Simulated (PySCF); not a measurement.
SMILES C[CH2][Ge]([F])([Br])[CH2]C (C4H10BrFGe) (GFN2-xTB optimised geometry):

```
17

C     -0.899    -0.862    -2.958
C     -1.617    -1.528    -1.796
Ge    -0.949    -0.872     0.000
F     -1.365     0.872     0.000
Br     1.365    -0.872     0.000
C     -1.598    -1.515     1.804
C     -1.081    -2.896     2.172
H     -1.022     0.220    -2.913
H      0.167    -1.087    -2.940
H     -1.307    -1.216    -3.903
H     -1.489    -2.609    -1.828
H     -2.684    -1.311    -1.825
H     -1.269    -0.772     2.533
H     -2.688    -1.499     1.782
H     -1.437    -3.648     1.470
H      0.008    -2.916     2.174
H     -1.427    -3.170     3.168
```

Method: PySCF with B3LYP/def2-SVP.

Q: What are the frontier orbital energies and the dipole moment?

A: HOMO-2 -8.39 eV, HOMO-1 -7.94 eV, HOMO -7.60 eV, LUMO -0.24 eV, LUMO+1 0.50 eV; dipole moment 3.33 D.

On the same geometry PBE/def2-SVP (PySCF) gives HOMO-2 -7.27 eV, HOMO-1 -6.90 eV, HOMO -6.60 eV, LUMO -0.92 eV, LUMO+1 -0.17 eV; dipole moment 3.19 D.

Meta-Löwdin charges at B3LYP/def2-SVP: C1 -0.27, C2 -0.33, Ge3 0.95, F4 -0.48, Br5 -0.28, C6 -0.33, C7 -0.28, H8 0.10, H9 0.10, H10 0.10, H11 0.10, H12 0.11, H13 0.11, H14 0.11, H15 0.09, H16 0.10, H17 0.10.
